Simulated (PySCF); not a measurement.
H4Cl2OSi2, singlet, geometry from GFN2-xTB; DF-HF/pcseg-2 (PySCF).

The PySCF input:
```python
from pyscf import gto, scf

mol = gto.M(
    atom='''
Si   -2.37344619   -0.73634768    0.49124597
O    -0.84660437   -0.20621407    0.73836997
Si    0.65501617    0.25832434    0.41429540
Cl    0.59850020    1.85551039   -0.79113936
Cl    1.62534784   -1.24686223   -0.48021013
H    -2.26744983   -2.04723302   -0.14271386
H    -3.02570302    0.24364621   -0.37231276
H    -2.91739079   -0.78090160    1.84308215
H     1.23598226    0.57950903    1.70034670
''',
    basis='pcseg-2',
    verbose=4,
    max_memory=1800,
)

mf = scf.RHF(mol)
mf = mf.density_fit(auxbasis='def2-universal-jkfit')
mf.kernel()
```

### Question
Predict the main parts of the log of this PySCF run.

### Answer

```
PySCF version 2.14.0

[INPUT] verbose = 4
[INPUT] num. atoms = 9
[INPUT] num. electrons = 74
[INPUT] charge = 0
[INPUT] spin (= nelec alpha-beta = 2S) = 0
[INPUT] symmetry False subgroup None
[INPUT] Mole.unit = angstrom
[INPUT] Symbol           X                Y                Z      unit          X                Y                Z       unit  Magmom
[INPUT]  1 Si    -2.373446190000  -0.736347680000   0.491245970000 AA   -4.485163270492  -1.391495447659   0.928320343096 Bohr   0.0
[INPUT]  2 O     -0.846604370000  -0.206214070000   0.738369970000 AA   -1.599850395160  -0.389688115332   1.395317021903 Bohr   0.0
[INPUT]  3 Si     0.655016170000   0.258324340000   0.414295400000 AA    1.237801168462   0.488162253909   0.782904840667 Bohr   0.0
[INPUT]  4 Cl     0.598500200000   1.855510390000  -0.791139360000 AA    1.131001463497   3.506406458385  -1.495036716764 Bohr   0.0
[INPUT]  5 Cl     1.625347840000  -1.246862230000  -0.480210130000 AA    3.071462274753  -2.356228129764  -0.907465627942 Bohr   0.0
[INPUT]  6 H     -2.267449830000  -2.047233020000  -0.142713860000 AA   -4.284859179892  -3.868709720966  -0.269690109580 Bohr   0.0
[INPUT]  7 H     -3.025703020000   0.243646210000  -0.372312760000 AA   -5.717750042069   0.460424608188  -0.703569149081 Bohr   0.0
[INPUT]  8 H     -2.917390790000  -0.780901600000   1.843082150000 AA   -5.513069591429  -1.475690154235   3.482920488575 Bohr   0.0
[INPUT]  9 H      1.235982260000   0.579509030000   1.700346700000 AA    2.335667966221   1.095113353412   3.213189579808 Bohr   0.0

nuclear repulsion = 441.583495368852
number of shells = 32
number of NR pGTOs = 374
number of NR cGTOs = 222
basis = pcseg-2
ecp = {}

******** <class 'pyscf.df.df_jk.DFRHF'> ********
method = DFRHF
initial guess = minao
damping factor = 0
level_shift factor = 0
DIIS = <class 'pyscf.scf.diis.CDIIS'>
diis_start_cycle = 1
diis_space = 8
diis_damp = 0
SCF conv_tol = 1e-09
SCF conv_tol_grad = None
SCF max_cycles = 50
direct_scf = False
Set gradient conv threshold to 3.16228e-05
Initial guess from minao.
******** <class 'pyscf.df.df.DF'> ********
auxbasis = def2-universal-jkfit
init E= -1574.81760511581
  HOMO = -0.379023244754894  LUMO = 0.0416560793219105  gap/eV = 11.44727
cycle= 1 E= -1574.24261691077  delta_E= 0.575  |g|= 0.641  |ddm|= 2.44
  HOMO = -0.441174236056795  LUMO = 0.0868850290268569  gap/eV = 14.36922
cycle= 2 E= -1574.31789066664  delta_E= -0.0753  |g|= 0.375  |ddm|= 0.643
  HOMO = -0.464030322116981  LUMO = 0.0931443303894203  gap/eV = 15.16149
cycle= 3 E= -1574.34346794307  delta_E= -0.0256  |g|= 0.0572  |ddm|= 0.226
  HOMO = -0.463078669632202  LUMO = 0.100393459674658  gap/eV = 15.33286
cycle= 4 E= -1574.34459364888  delta_E= -0.00113  |g|= 0.0179  |ddm|= 0.0782
  HOMO = -0.463729495301459  LUMO = 0.0994724213009009  gap/eV = 15.32550
cycle= 5 E= -1574.34468709482  delta_E= -9.34e-05  |g|= 0.00418  |ddm|= 0.0184
  HOMO = -0.463692816068821  LUMO = 0.0992324518550986  gap/eV = 15.31798
cycle= 6 E= -1574.34469594169  delta_E= -8.85e-06  |g|= 0.0012  |ddm|= 0.00693
  HOMO = -0.46377637170689  LUMO = 0.0992657326317213  gap/eV = 15.32116
cycle= 7 E= -1574.34469685771  delta_E= -9.16e-07  |g|= 0.000344  |ddm|= 0.00243
  HOMO = -0.463757316542021  LUMO = 0.0992695984429724  gap/eV = 15.32074
cycle= 8 E= -1574.34469693738  delta_E= -7.97e-08  |g|= 7.04e-05  |ddm|= 0.000778
  HOMO = -0.463765448717278  LUMO = 0.099269239869797  gap/eV = 15.32095
cycle= 9 E= -1574.34469694076  delta_E= -3.39e-09  |g|= 1.5e-05  |ddm|= 0.000165
  HOMO = -0.463764055266252  LUMO = 0.099269492035441  gap/eV = 15.32092
cycle= 10 E= -1574.3446969409  delta_E= -1.41e-10  |g|= 3.38e-06  |ddm|= 3.51e-05
  HOMO = -0.463764624517626  LUMO = 0.0992694618688788  gap/eV = 15.32094
Extra cycle  E= -1574.34469694091  delta_E= -8.41e-12  |g|= 1.35e-06  |ddm|= 6.25e-06
converged SCF energy = -1574.34469694091
```
